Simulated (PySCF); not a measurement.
# Computed properties of CH5BrGe, SMILES [CH3][GeH2][Br]

Ge(H)2(Br)(Me) (CH5BrGe), SMILES [CH3][GeH2][Br]. Coordinates come from a PBE0-D3(BJ)/def2-SVP optimisation. The values are those of a single conformer. All values are computed for the isolated molecule unless a solvent is named; none is compared with measurement here.

**Structure.** The optimised structure has Cs symmetry. All 18 harmonic modes at PBE0-D3(BJ)/def2-SVP (PySCF) are real, so it is a minimum. With heavy atoms numbered as in [GeH2:1]([CH3:2])[Br:3], the shortest bond between them is Ge1–C2 at 1.941 Å and the longest Ge1–Br3 at 2.322 Å.

**Vibrations.** The strongest infrared lines (harmonic, unscaled, degenerate partners summed) lie at 846 cm⁻¹ (160 km/mol, H 84 %, C 14 %), 2170 cm⁻¹ (119 km/mol, H 98 %), 2165 cm⁻¹ (89 km/mol, H 99 %). The softest mode is at 133 cm⁻¹ and the zero-point energy is 33.5 kcal/mol.

**Electronic structure.** CAM-B3LYP/def2-TZVPD (PySCF) places the frontier levels at -9.38 and 0.35 eV, a gap of 9.73 eV, and gives a dipole moment of 2.50 D and a mean polarisability of 67.0 bohr³. PBE/def2-TZVPD (PySCF) at the same geometry gives -6.82 and -1.32 eV, so its gap is 4.23 eV narrower. An orbital gap is neither the optical nor the fundamental gap.

**Excitations.** TDDFT-CAM-B3LYP/def2-SVPD (PySCF) has S1 at 6.28 eV (198 nm, f = 0.018, weak); the most intense of the 10 singlets computed lies at 8.48 eV (f = 0.29). T1 (TDA) is at 5.81 eV. TDDFT-PBE/def2-SVPD (PySCF) puts S1 at 5.67 eV. No vertical singlet excitation falls in the visible range (under 3.1 eV).

**NMR.** GIAO shifts at PBE0/pcSseg-1 (PySCF) (non-relativistic, atoms alike by connectivity averaged): ¹³C at 4.8 ppm against TMS; ¹H from 1.0 to 5.6 ppm against TMS. Without spin–orbit terms, shifts of atoms bonded to Cl or Br come out too high.
